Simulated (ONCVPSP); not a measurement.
**Potentials for Cd compared**

Generated with ld1.x 7.5 (TM, RRKJ, ultrasoft, PAW), atompaw 4.2 or ONCVPSP 4.0.1. The cutoff is in Ry: for ld1.x and atompaw files where the sum of valence levels is converged to 10 mRy in a Bessel basis, for ONCV files where the hardest occupied wave has 1 mHa per electron of residual kinetic energy. The error is the largest all-electron minus pseudo excitation energy over each file’s own four to seven test configurations (ionisations up to +4, promotions, holes and added fractions of an electron), all of which were solved. The labels leave out finer settings (local radius, basis sizes, second energies), which also bear on the numbers. Spin-polarised tests are not counted. The rows are a selection from randomly drawn settings: files with unsolved tests, undetermined cutoffs or missed reference levels are left out.

A true bound ghost makes a file unfit for plane-wave use even where its test errors are small: the radial tests pick states by their node count and pass the ghost by.

| potential | cutoff (Ry) | largest error (meV) | bound ghosts |
| --- | --- | --- | --- |
| ONCV, LDA (Perdew-Zunger), scalar-relativistic, rc 1.60/1.70/1.85 (spd), local smoothed, core correction yes, reference 4s2 4p6 4d10 5s1 5p1, qcut 9.1/7.8/7.9, projectors 3/3/2 | 52 | -4.6 | none |
| ONCV, PBEsol, scalar-relativistic, rc 1.45/1.25/1.35 (spd), local smoothed, core correction yes, reference 4s2 4p6 4d10 5s2, qcut 8.4/9.2/16.3, projectors 2/2/2 | 135 | -63 | none |
| ONCV, PBE, scalar-relativistic, rc 1.45/1.60/1.35 (spd), local smoothed, core correction no, reference 4s2 4p6 4d10 5s2, qcut 7.4/12.7/10.9, projectors 3/2/2 | 82 | -11 | none |
| ONCV, PBEsol, scalar-relativistic, rc 1.25/1.95/1.85 (spd), local smoothed, core correction no, reference 4s2 4p6 4d10 5s1.5 5p0.5, qcut 8.2/7.1/8.5, projectors 2/2/3 | 71 | -3.1 | p |
| ONCV, revPBE, fully relativistic, rc 1.55/1.00/1.25/1.40 (spdf), local smoothed, core correction yes, reference 4s2 4p6 4d10 5s2, qcut 9.3/7.9/7.7/7.5, projectors 2/2/3/2 | 254 | -8.2 | none |
| ONCV, PBE, fully relativistic, rc 1.36/1.52/1.36/1.22 (spdf), local smoothed, core correction yes, reference 4s2 4p6 4d10 5s1, qcut 11/11.1/9.1/10.1, projectors 2/2/2/2 | 77 | +0.9 | none |

(1) Fill in the row for Cd: ONCV, PBE, non-relativistic, rc 1.40/1.10/1.35 (spd), local smoothed, core correction yes, reference 4s2 4p6 4d10 5s2, qcut 8.9/9/13.3, projectors 2/2/2.

Answers

(1) cutoff 81 Ry, largest error -1.7 meV, bound ghosts: none.
